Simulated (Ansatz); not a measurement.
Calculation: frozen-core CCSD(T)/cc-pVTZ // B3LYP-D3(BJ)/def2-TZVP (Ansatz, a first-principles code).

Ansatz 0.2 input:
```yaml
crystal:
  periodic: [false, false, false]
  atoms:
    - { symbol: C, position_ang: [-0.538985, 1.344911, 0.178807] }
    - { symbol: C, position_ang: [0.110558, -0.019564, 0.01945] }
    - { symbol: C, position_ang: [-0.864678, -1.096511, -0.425739] }
    - { symbol: C, position_ang: [1.562323, -0.117936, -0.365406] }
    - { symbol: C, position_ang: [1.297438, -0.388139, 0.868496] }
    - { symbol: H, position_ang: [-0.981655, 1.680573, -0.76393] }
    - { symbol: H, position_ang: [-1.343166, 1.311799, 0.920139] }
    - { symbol: H, position_ang: [0.187582, 2.092321, 0.498443] }
    - { symbol: H, position_ang: [-0.366443, -2.060669, -0.529902] }
    - { symbol: H, position_ang: [-1.679544, -1.209631, 0.295771] }
    - { symbol: H, position_ang: [-1.318007, -0.840866, -1.388296] }
    - { symbol: H, position_ang: [2.2892, -0.019763, -1.153472] }
    - { symbol: H, position_ang: [1.645373, -0.676526, 1.845641] }
basis:
  gaussian: { orbitals: cc-pVTZ }
correlation:
  method: ccsd_t
```

Output:

```
Functional definition: HF
1468 factors; integrals over basis functions are off by at most 1.0e-3 eV
mean field evaluation 1: about -5273.9902 eV, gradient 3.7e1 eV
mean field evaluation 2: about -5274.2932 eV, gradient 3.7e1 eV
mean field evaluation 4: about -5278.0059 eV, gradient 4.3e0 eV
mean field evaluation 8: about -5278.0662 eV, gradient 1.7e-1 eV
mean field evaluation 16: about -5277.1985 eV, gradient 1.5e1 eV
mean field -5278.06636606 eV, -193.9653613509 hartree, gradient 2.7e-6 eV, S^2 0.000000; 0 other end points of the search recorded, 0 dependent functions left out
5 core orbitals not correlated
reference -5278.06636606 eV, -193.9653613509 hartree; 14, 14 occupied and 243, 243 virtual orbitals, 1468 factors
second order -22.81790616 eV of doubles, -0.00000000 eV of singles
cycle   1  -23.21936447 eV  change   -4.0e-1 eV  update   9.5e-2
cycle   2  -23.80904702 eV  change   -5.9e-1 eV  update   2.8e-2
cycle   3  -23.90178609 eV  change   -9.3e-2 eV  update   1.1e-2
cycle   4  -23.90109434 eV  change    6.9e-4 eV  update   3.1e-3
cycle   5  -23.90298501 eV  change   -1.9e-3 eV  update   1.0e-3
cycle   6  -23.90315795 eV  change   -1.7e-4 eV  update   2.7e-4
cycle   7  -23.90309167 eV  change    6.6e-5 eV  update   7.5e-5
cycle   8  -23.90310544 eV  change   -1.4e-5 eV  update   2.2e-5
perturbative correction -1.08328300 eV, -0.0398099161 hartree
Total energy: -5303.05275451 eV, -194.8835941899 hartree
```

Cost: around 16 core-minutes (rough).
